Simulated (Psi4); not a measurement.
tin monoxide (OSn), singlet, geometry from GFN2-xTB (such geometries of metal compounds can be far from the true shape) (core potentials on Sn); M06-2X/def2-SV(P) (Psi4).

Input for Psi4:
```
memory 2 GB

molecule {
0 1
Sn   -0.00000000   -0.00000000   -0.24879316
O     0.00000000    0.00000000    1.55495727
}

set {
  basis def2-sv(p)
  cholesky_tolerance 1e-6
  scf_type cd
}

energy('m06-2x')
print_variables()
```

Output, abridged:

```
   => Loading Basis Set <=

    Name: DEF2-SV(P)
    Role: ORBITAL
    Keyword: BASIS

    !!!  WARNING: ECP capability is in beta. Please check occupations closely.  !!!

         ---------------------------------------------------------
                                   SCF
               by Justin Turney, Rob Parrish, Andy Simmonett
                          and Daniel G. A. Smith
                              RKS Reference
         ---------------------------------------------------------

  ==> Geometry <==

    Molecular point group: c2v
    Full point group: C_inf_v

    Geometry (in Angstrom), charge = 0, multiplicity = 1:

       Center              X                  Y                   Z               Mass
    ------------   -----------------  -----------------  -----------------  -----------------
         SN           0.000000000000     0.000000000000    -0.212299090070   119.902201630000
         O            0.000000000000     0.000000000000     1.591451339930    15.994914619570

  Running in c2v symmetry.

  Rotational constants: A = ************  B =      0.36715  C =      0.36715 [cm^-1]
  Rotational constants: A = ************  B =  11006.91116  C =  11006.91116 [MHz]
  Nuclear repulsion =   51.634188149809610

  Charge       = 0
  Multiplicity = 1
  Electrons    = 30
  Nalpha       = 15
  Nbeta        = 15

  ==> Algorithm <==

  SCF Algorithm Type is CD.
  DIIS enabled.
  MOM disabled.
  Fractional occupation disabled.
  Guess Type is SAD.
  Energy threshold   = 1.00e-06
  Density threshold  = 1.00e-06
  Integral threshold = 1.00e-12

  ==> Primary Basis <==

  Basis Set: DEF2-SV(P)
    Blend: DEF2-SV(P)
    Number of shells: 16
    Number of basis functions: 40
    Number of Cartesian functions: 43
    Spherical Harmonics?: true
    Max angular momentum: 2

  Core potential: DEF2-SV(P)
    Number of shells: 4
    Number of ECP primitives: 18
    Number of ECP core electrons: 28
    Max angular momentum: 3

  ==> DFT Potential <==

   => LibXC <=

    Version 7.1.2
    S. Lehtola, C. Steigemann, M. J. T. Oliveira, and M. A. L. Marques,  SoftwareX 7, 1–5 (2018) (10.1016/j.softx.2017.11.002)

   => Composite Functional: M06-2X <=

    Hybrid M06-2X Meta-GGA XC Functional  (10.1007/s00214-007-0310-x)
    Y. Zhao and D. G. Truhlar,  Theor. Chem. Acc., 120, 215, 2008

    Deriv               =              1
    GGA                 =           TRUE
    Meta                =           TRUE

    Exchange Hybrid     =           TRUE
[...]
   @RKS iter   5:  -289.33295639688157   -1.80825e-02   1.24668e-03 ADIIS/DIIS
   @RKS iter   6:  -289.33332197661798   -3.65580e-04   2.02127e-04 ADIIS/DIIS
   @RKS iter   7:  -289.33333266989473   -1.06933e-05   9.44433e-05 DIIS
   @RKS iter   8:  -289.33333512689092   -2.45700e-06   1.72892e-05 DIIS
   @RKS iter   9:  -289.33333520764285   -8.07519e-08   7.27763e-07 DIIS
  Energy and wave function converged.

  ==> Post-Iterations <==

   Electrons on quadrature grid:
      Ntotal   =   29.9999967511 ; deviation = -3.249e-06

    Orbital Energies [Eh]
    ---------------------

    Doubly Occupied:

[...]
    Virtual:

[...]
      19A1    51.726494

    Final Occupation by Irrep:
             A1    A2    B1    B2
    DOCC [     8,    1,    3,    3 ]
    NA   [     8,    1,    3,    3 ]
    NB   [     8,    1,    3,    3 ]

  @RKS Final Energy:  -289.33333520764285

   => Energetics <=

    Nuclear Repulsion Energy =             51.6341881498096100
    One-Electron Energy =                -583.2390493078670488
    Two-Electron Energy =                 255.1493675497959259
    DFT Exchange-Correlation Energy =     -12.8778415993813358
    Empirical Dispersion Energy =           0.0000000000000000
    VV10 Nonlocal Energy =                  0.0000000000000000
    Total Energy =                       -289.3333352076429037

Computation Completed

Properties will be evaluated at   0.000000,   0.000000,   0.000000 [a0]

Properties computed using the SCF density matrix

 Multipole Moments:

 ------------------------------------------------------------------------------------
     Multipole            Electronic (a.u.)      Nuclear  (a.u.)        Total (a.u.)
 ------------------------------------------------------------------------------------

 L = 1.  Multiply by 2.5417464519 to convert [e a0] to [Debye]
 Dipole X            :          0.0000000            0.0000000            0.0000000
 Dipole Y            :          0.0000000            0.0000000            0.0000000
 Dipole Z            :        -16.8421620           15.2331404           -1.6090216
 Magnitude           :                                                    1.6090216

 ------------------------------------------------------------------------------------

  Variable Map:
  ----------------------------------------------------------------------------
[...]
  Array Variable Map:
  ----------------------------------------------------------------------------
[...]
[...]
```
